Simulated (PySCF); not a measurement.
Compound: C4H3F2S (doublet state).
Atom-mapped SMILES: `[F:1][C:2]1[S:3][CH:4]=[CH:5][C@H:6]1[F:7]` (hydrogens: H8 on C4; H9 on C5; H10 on C6)

Computed, not measured: UKS B3LYP, pcH-1 on C F H S, non-relativistic, mean-field spin-orbit, GIAO in PySCF. Geometry: GFN2-xTB; no solvent, vibrations or thermal averaging. Couplings are sensitive to structure, and on GFN2-xTB geometries they can be far from those on DFT ones. Stability of the SCF solution: not tested.

(1) Match the computed a_iso(19F) values +383.3, +166.0 MHz with the sites F1; F7.

(2) The isotropic 1H couplings are +69.5, -3.2, -0.5 MHz. Assign them to H8; H9; H10.

Answers

(1) 
```tsv
site	a_iso (MHz)	ρ(0) (bohr⁻³)	position	distance from C2 (Å)	bound to	spin population there	largest |T| (MHz)
F1	+166.0	+0.0391	1 bond from C2	1.34	C2	+0.73	409.5
F7	+383.3	+0.0908	2 bonds from C2	2.39	C6	-0.01	195.4
```

(2) 
```tsv
site	a_iso (MHz)	ρ(0) (bohr⁻³)	position	distance from C2 (Å)	bound to	spin population there	largest |T| (MHz)
H8	-0.5	-0.0001	γ, 3 bonds from C2	3.49	C4	0.00	3.6
H9	-3.2	-0.0007	γ, 3 bonds from C2	3.38	C5	+0.06	5.0
H10	+69.5	+0.0155	β, 2 bonds from C2	2.17	C6	-0.01	6.6
```

ρ(0) is the spin density at the nucleus and T the dipolar tensor; a_iso includes a spin–orbit part. The largest Mulliken spin populations are on C2 (+0.73), S3 (+0.08) and C5 (+0.06). C2 is the only atom above +0.15. The angles at C2 add up to 355.9°, so it is nearly planar.

Hardware: one thread of an Intel Xeon at 2.50 GHz, no GPU, shared host with 64 logical CPUs at a one-minute load of 62. Cost: 83 s wall (grids of density and orbitals included), 0.76 GiB resident at most.
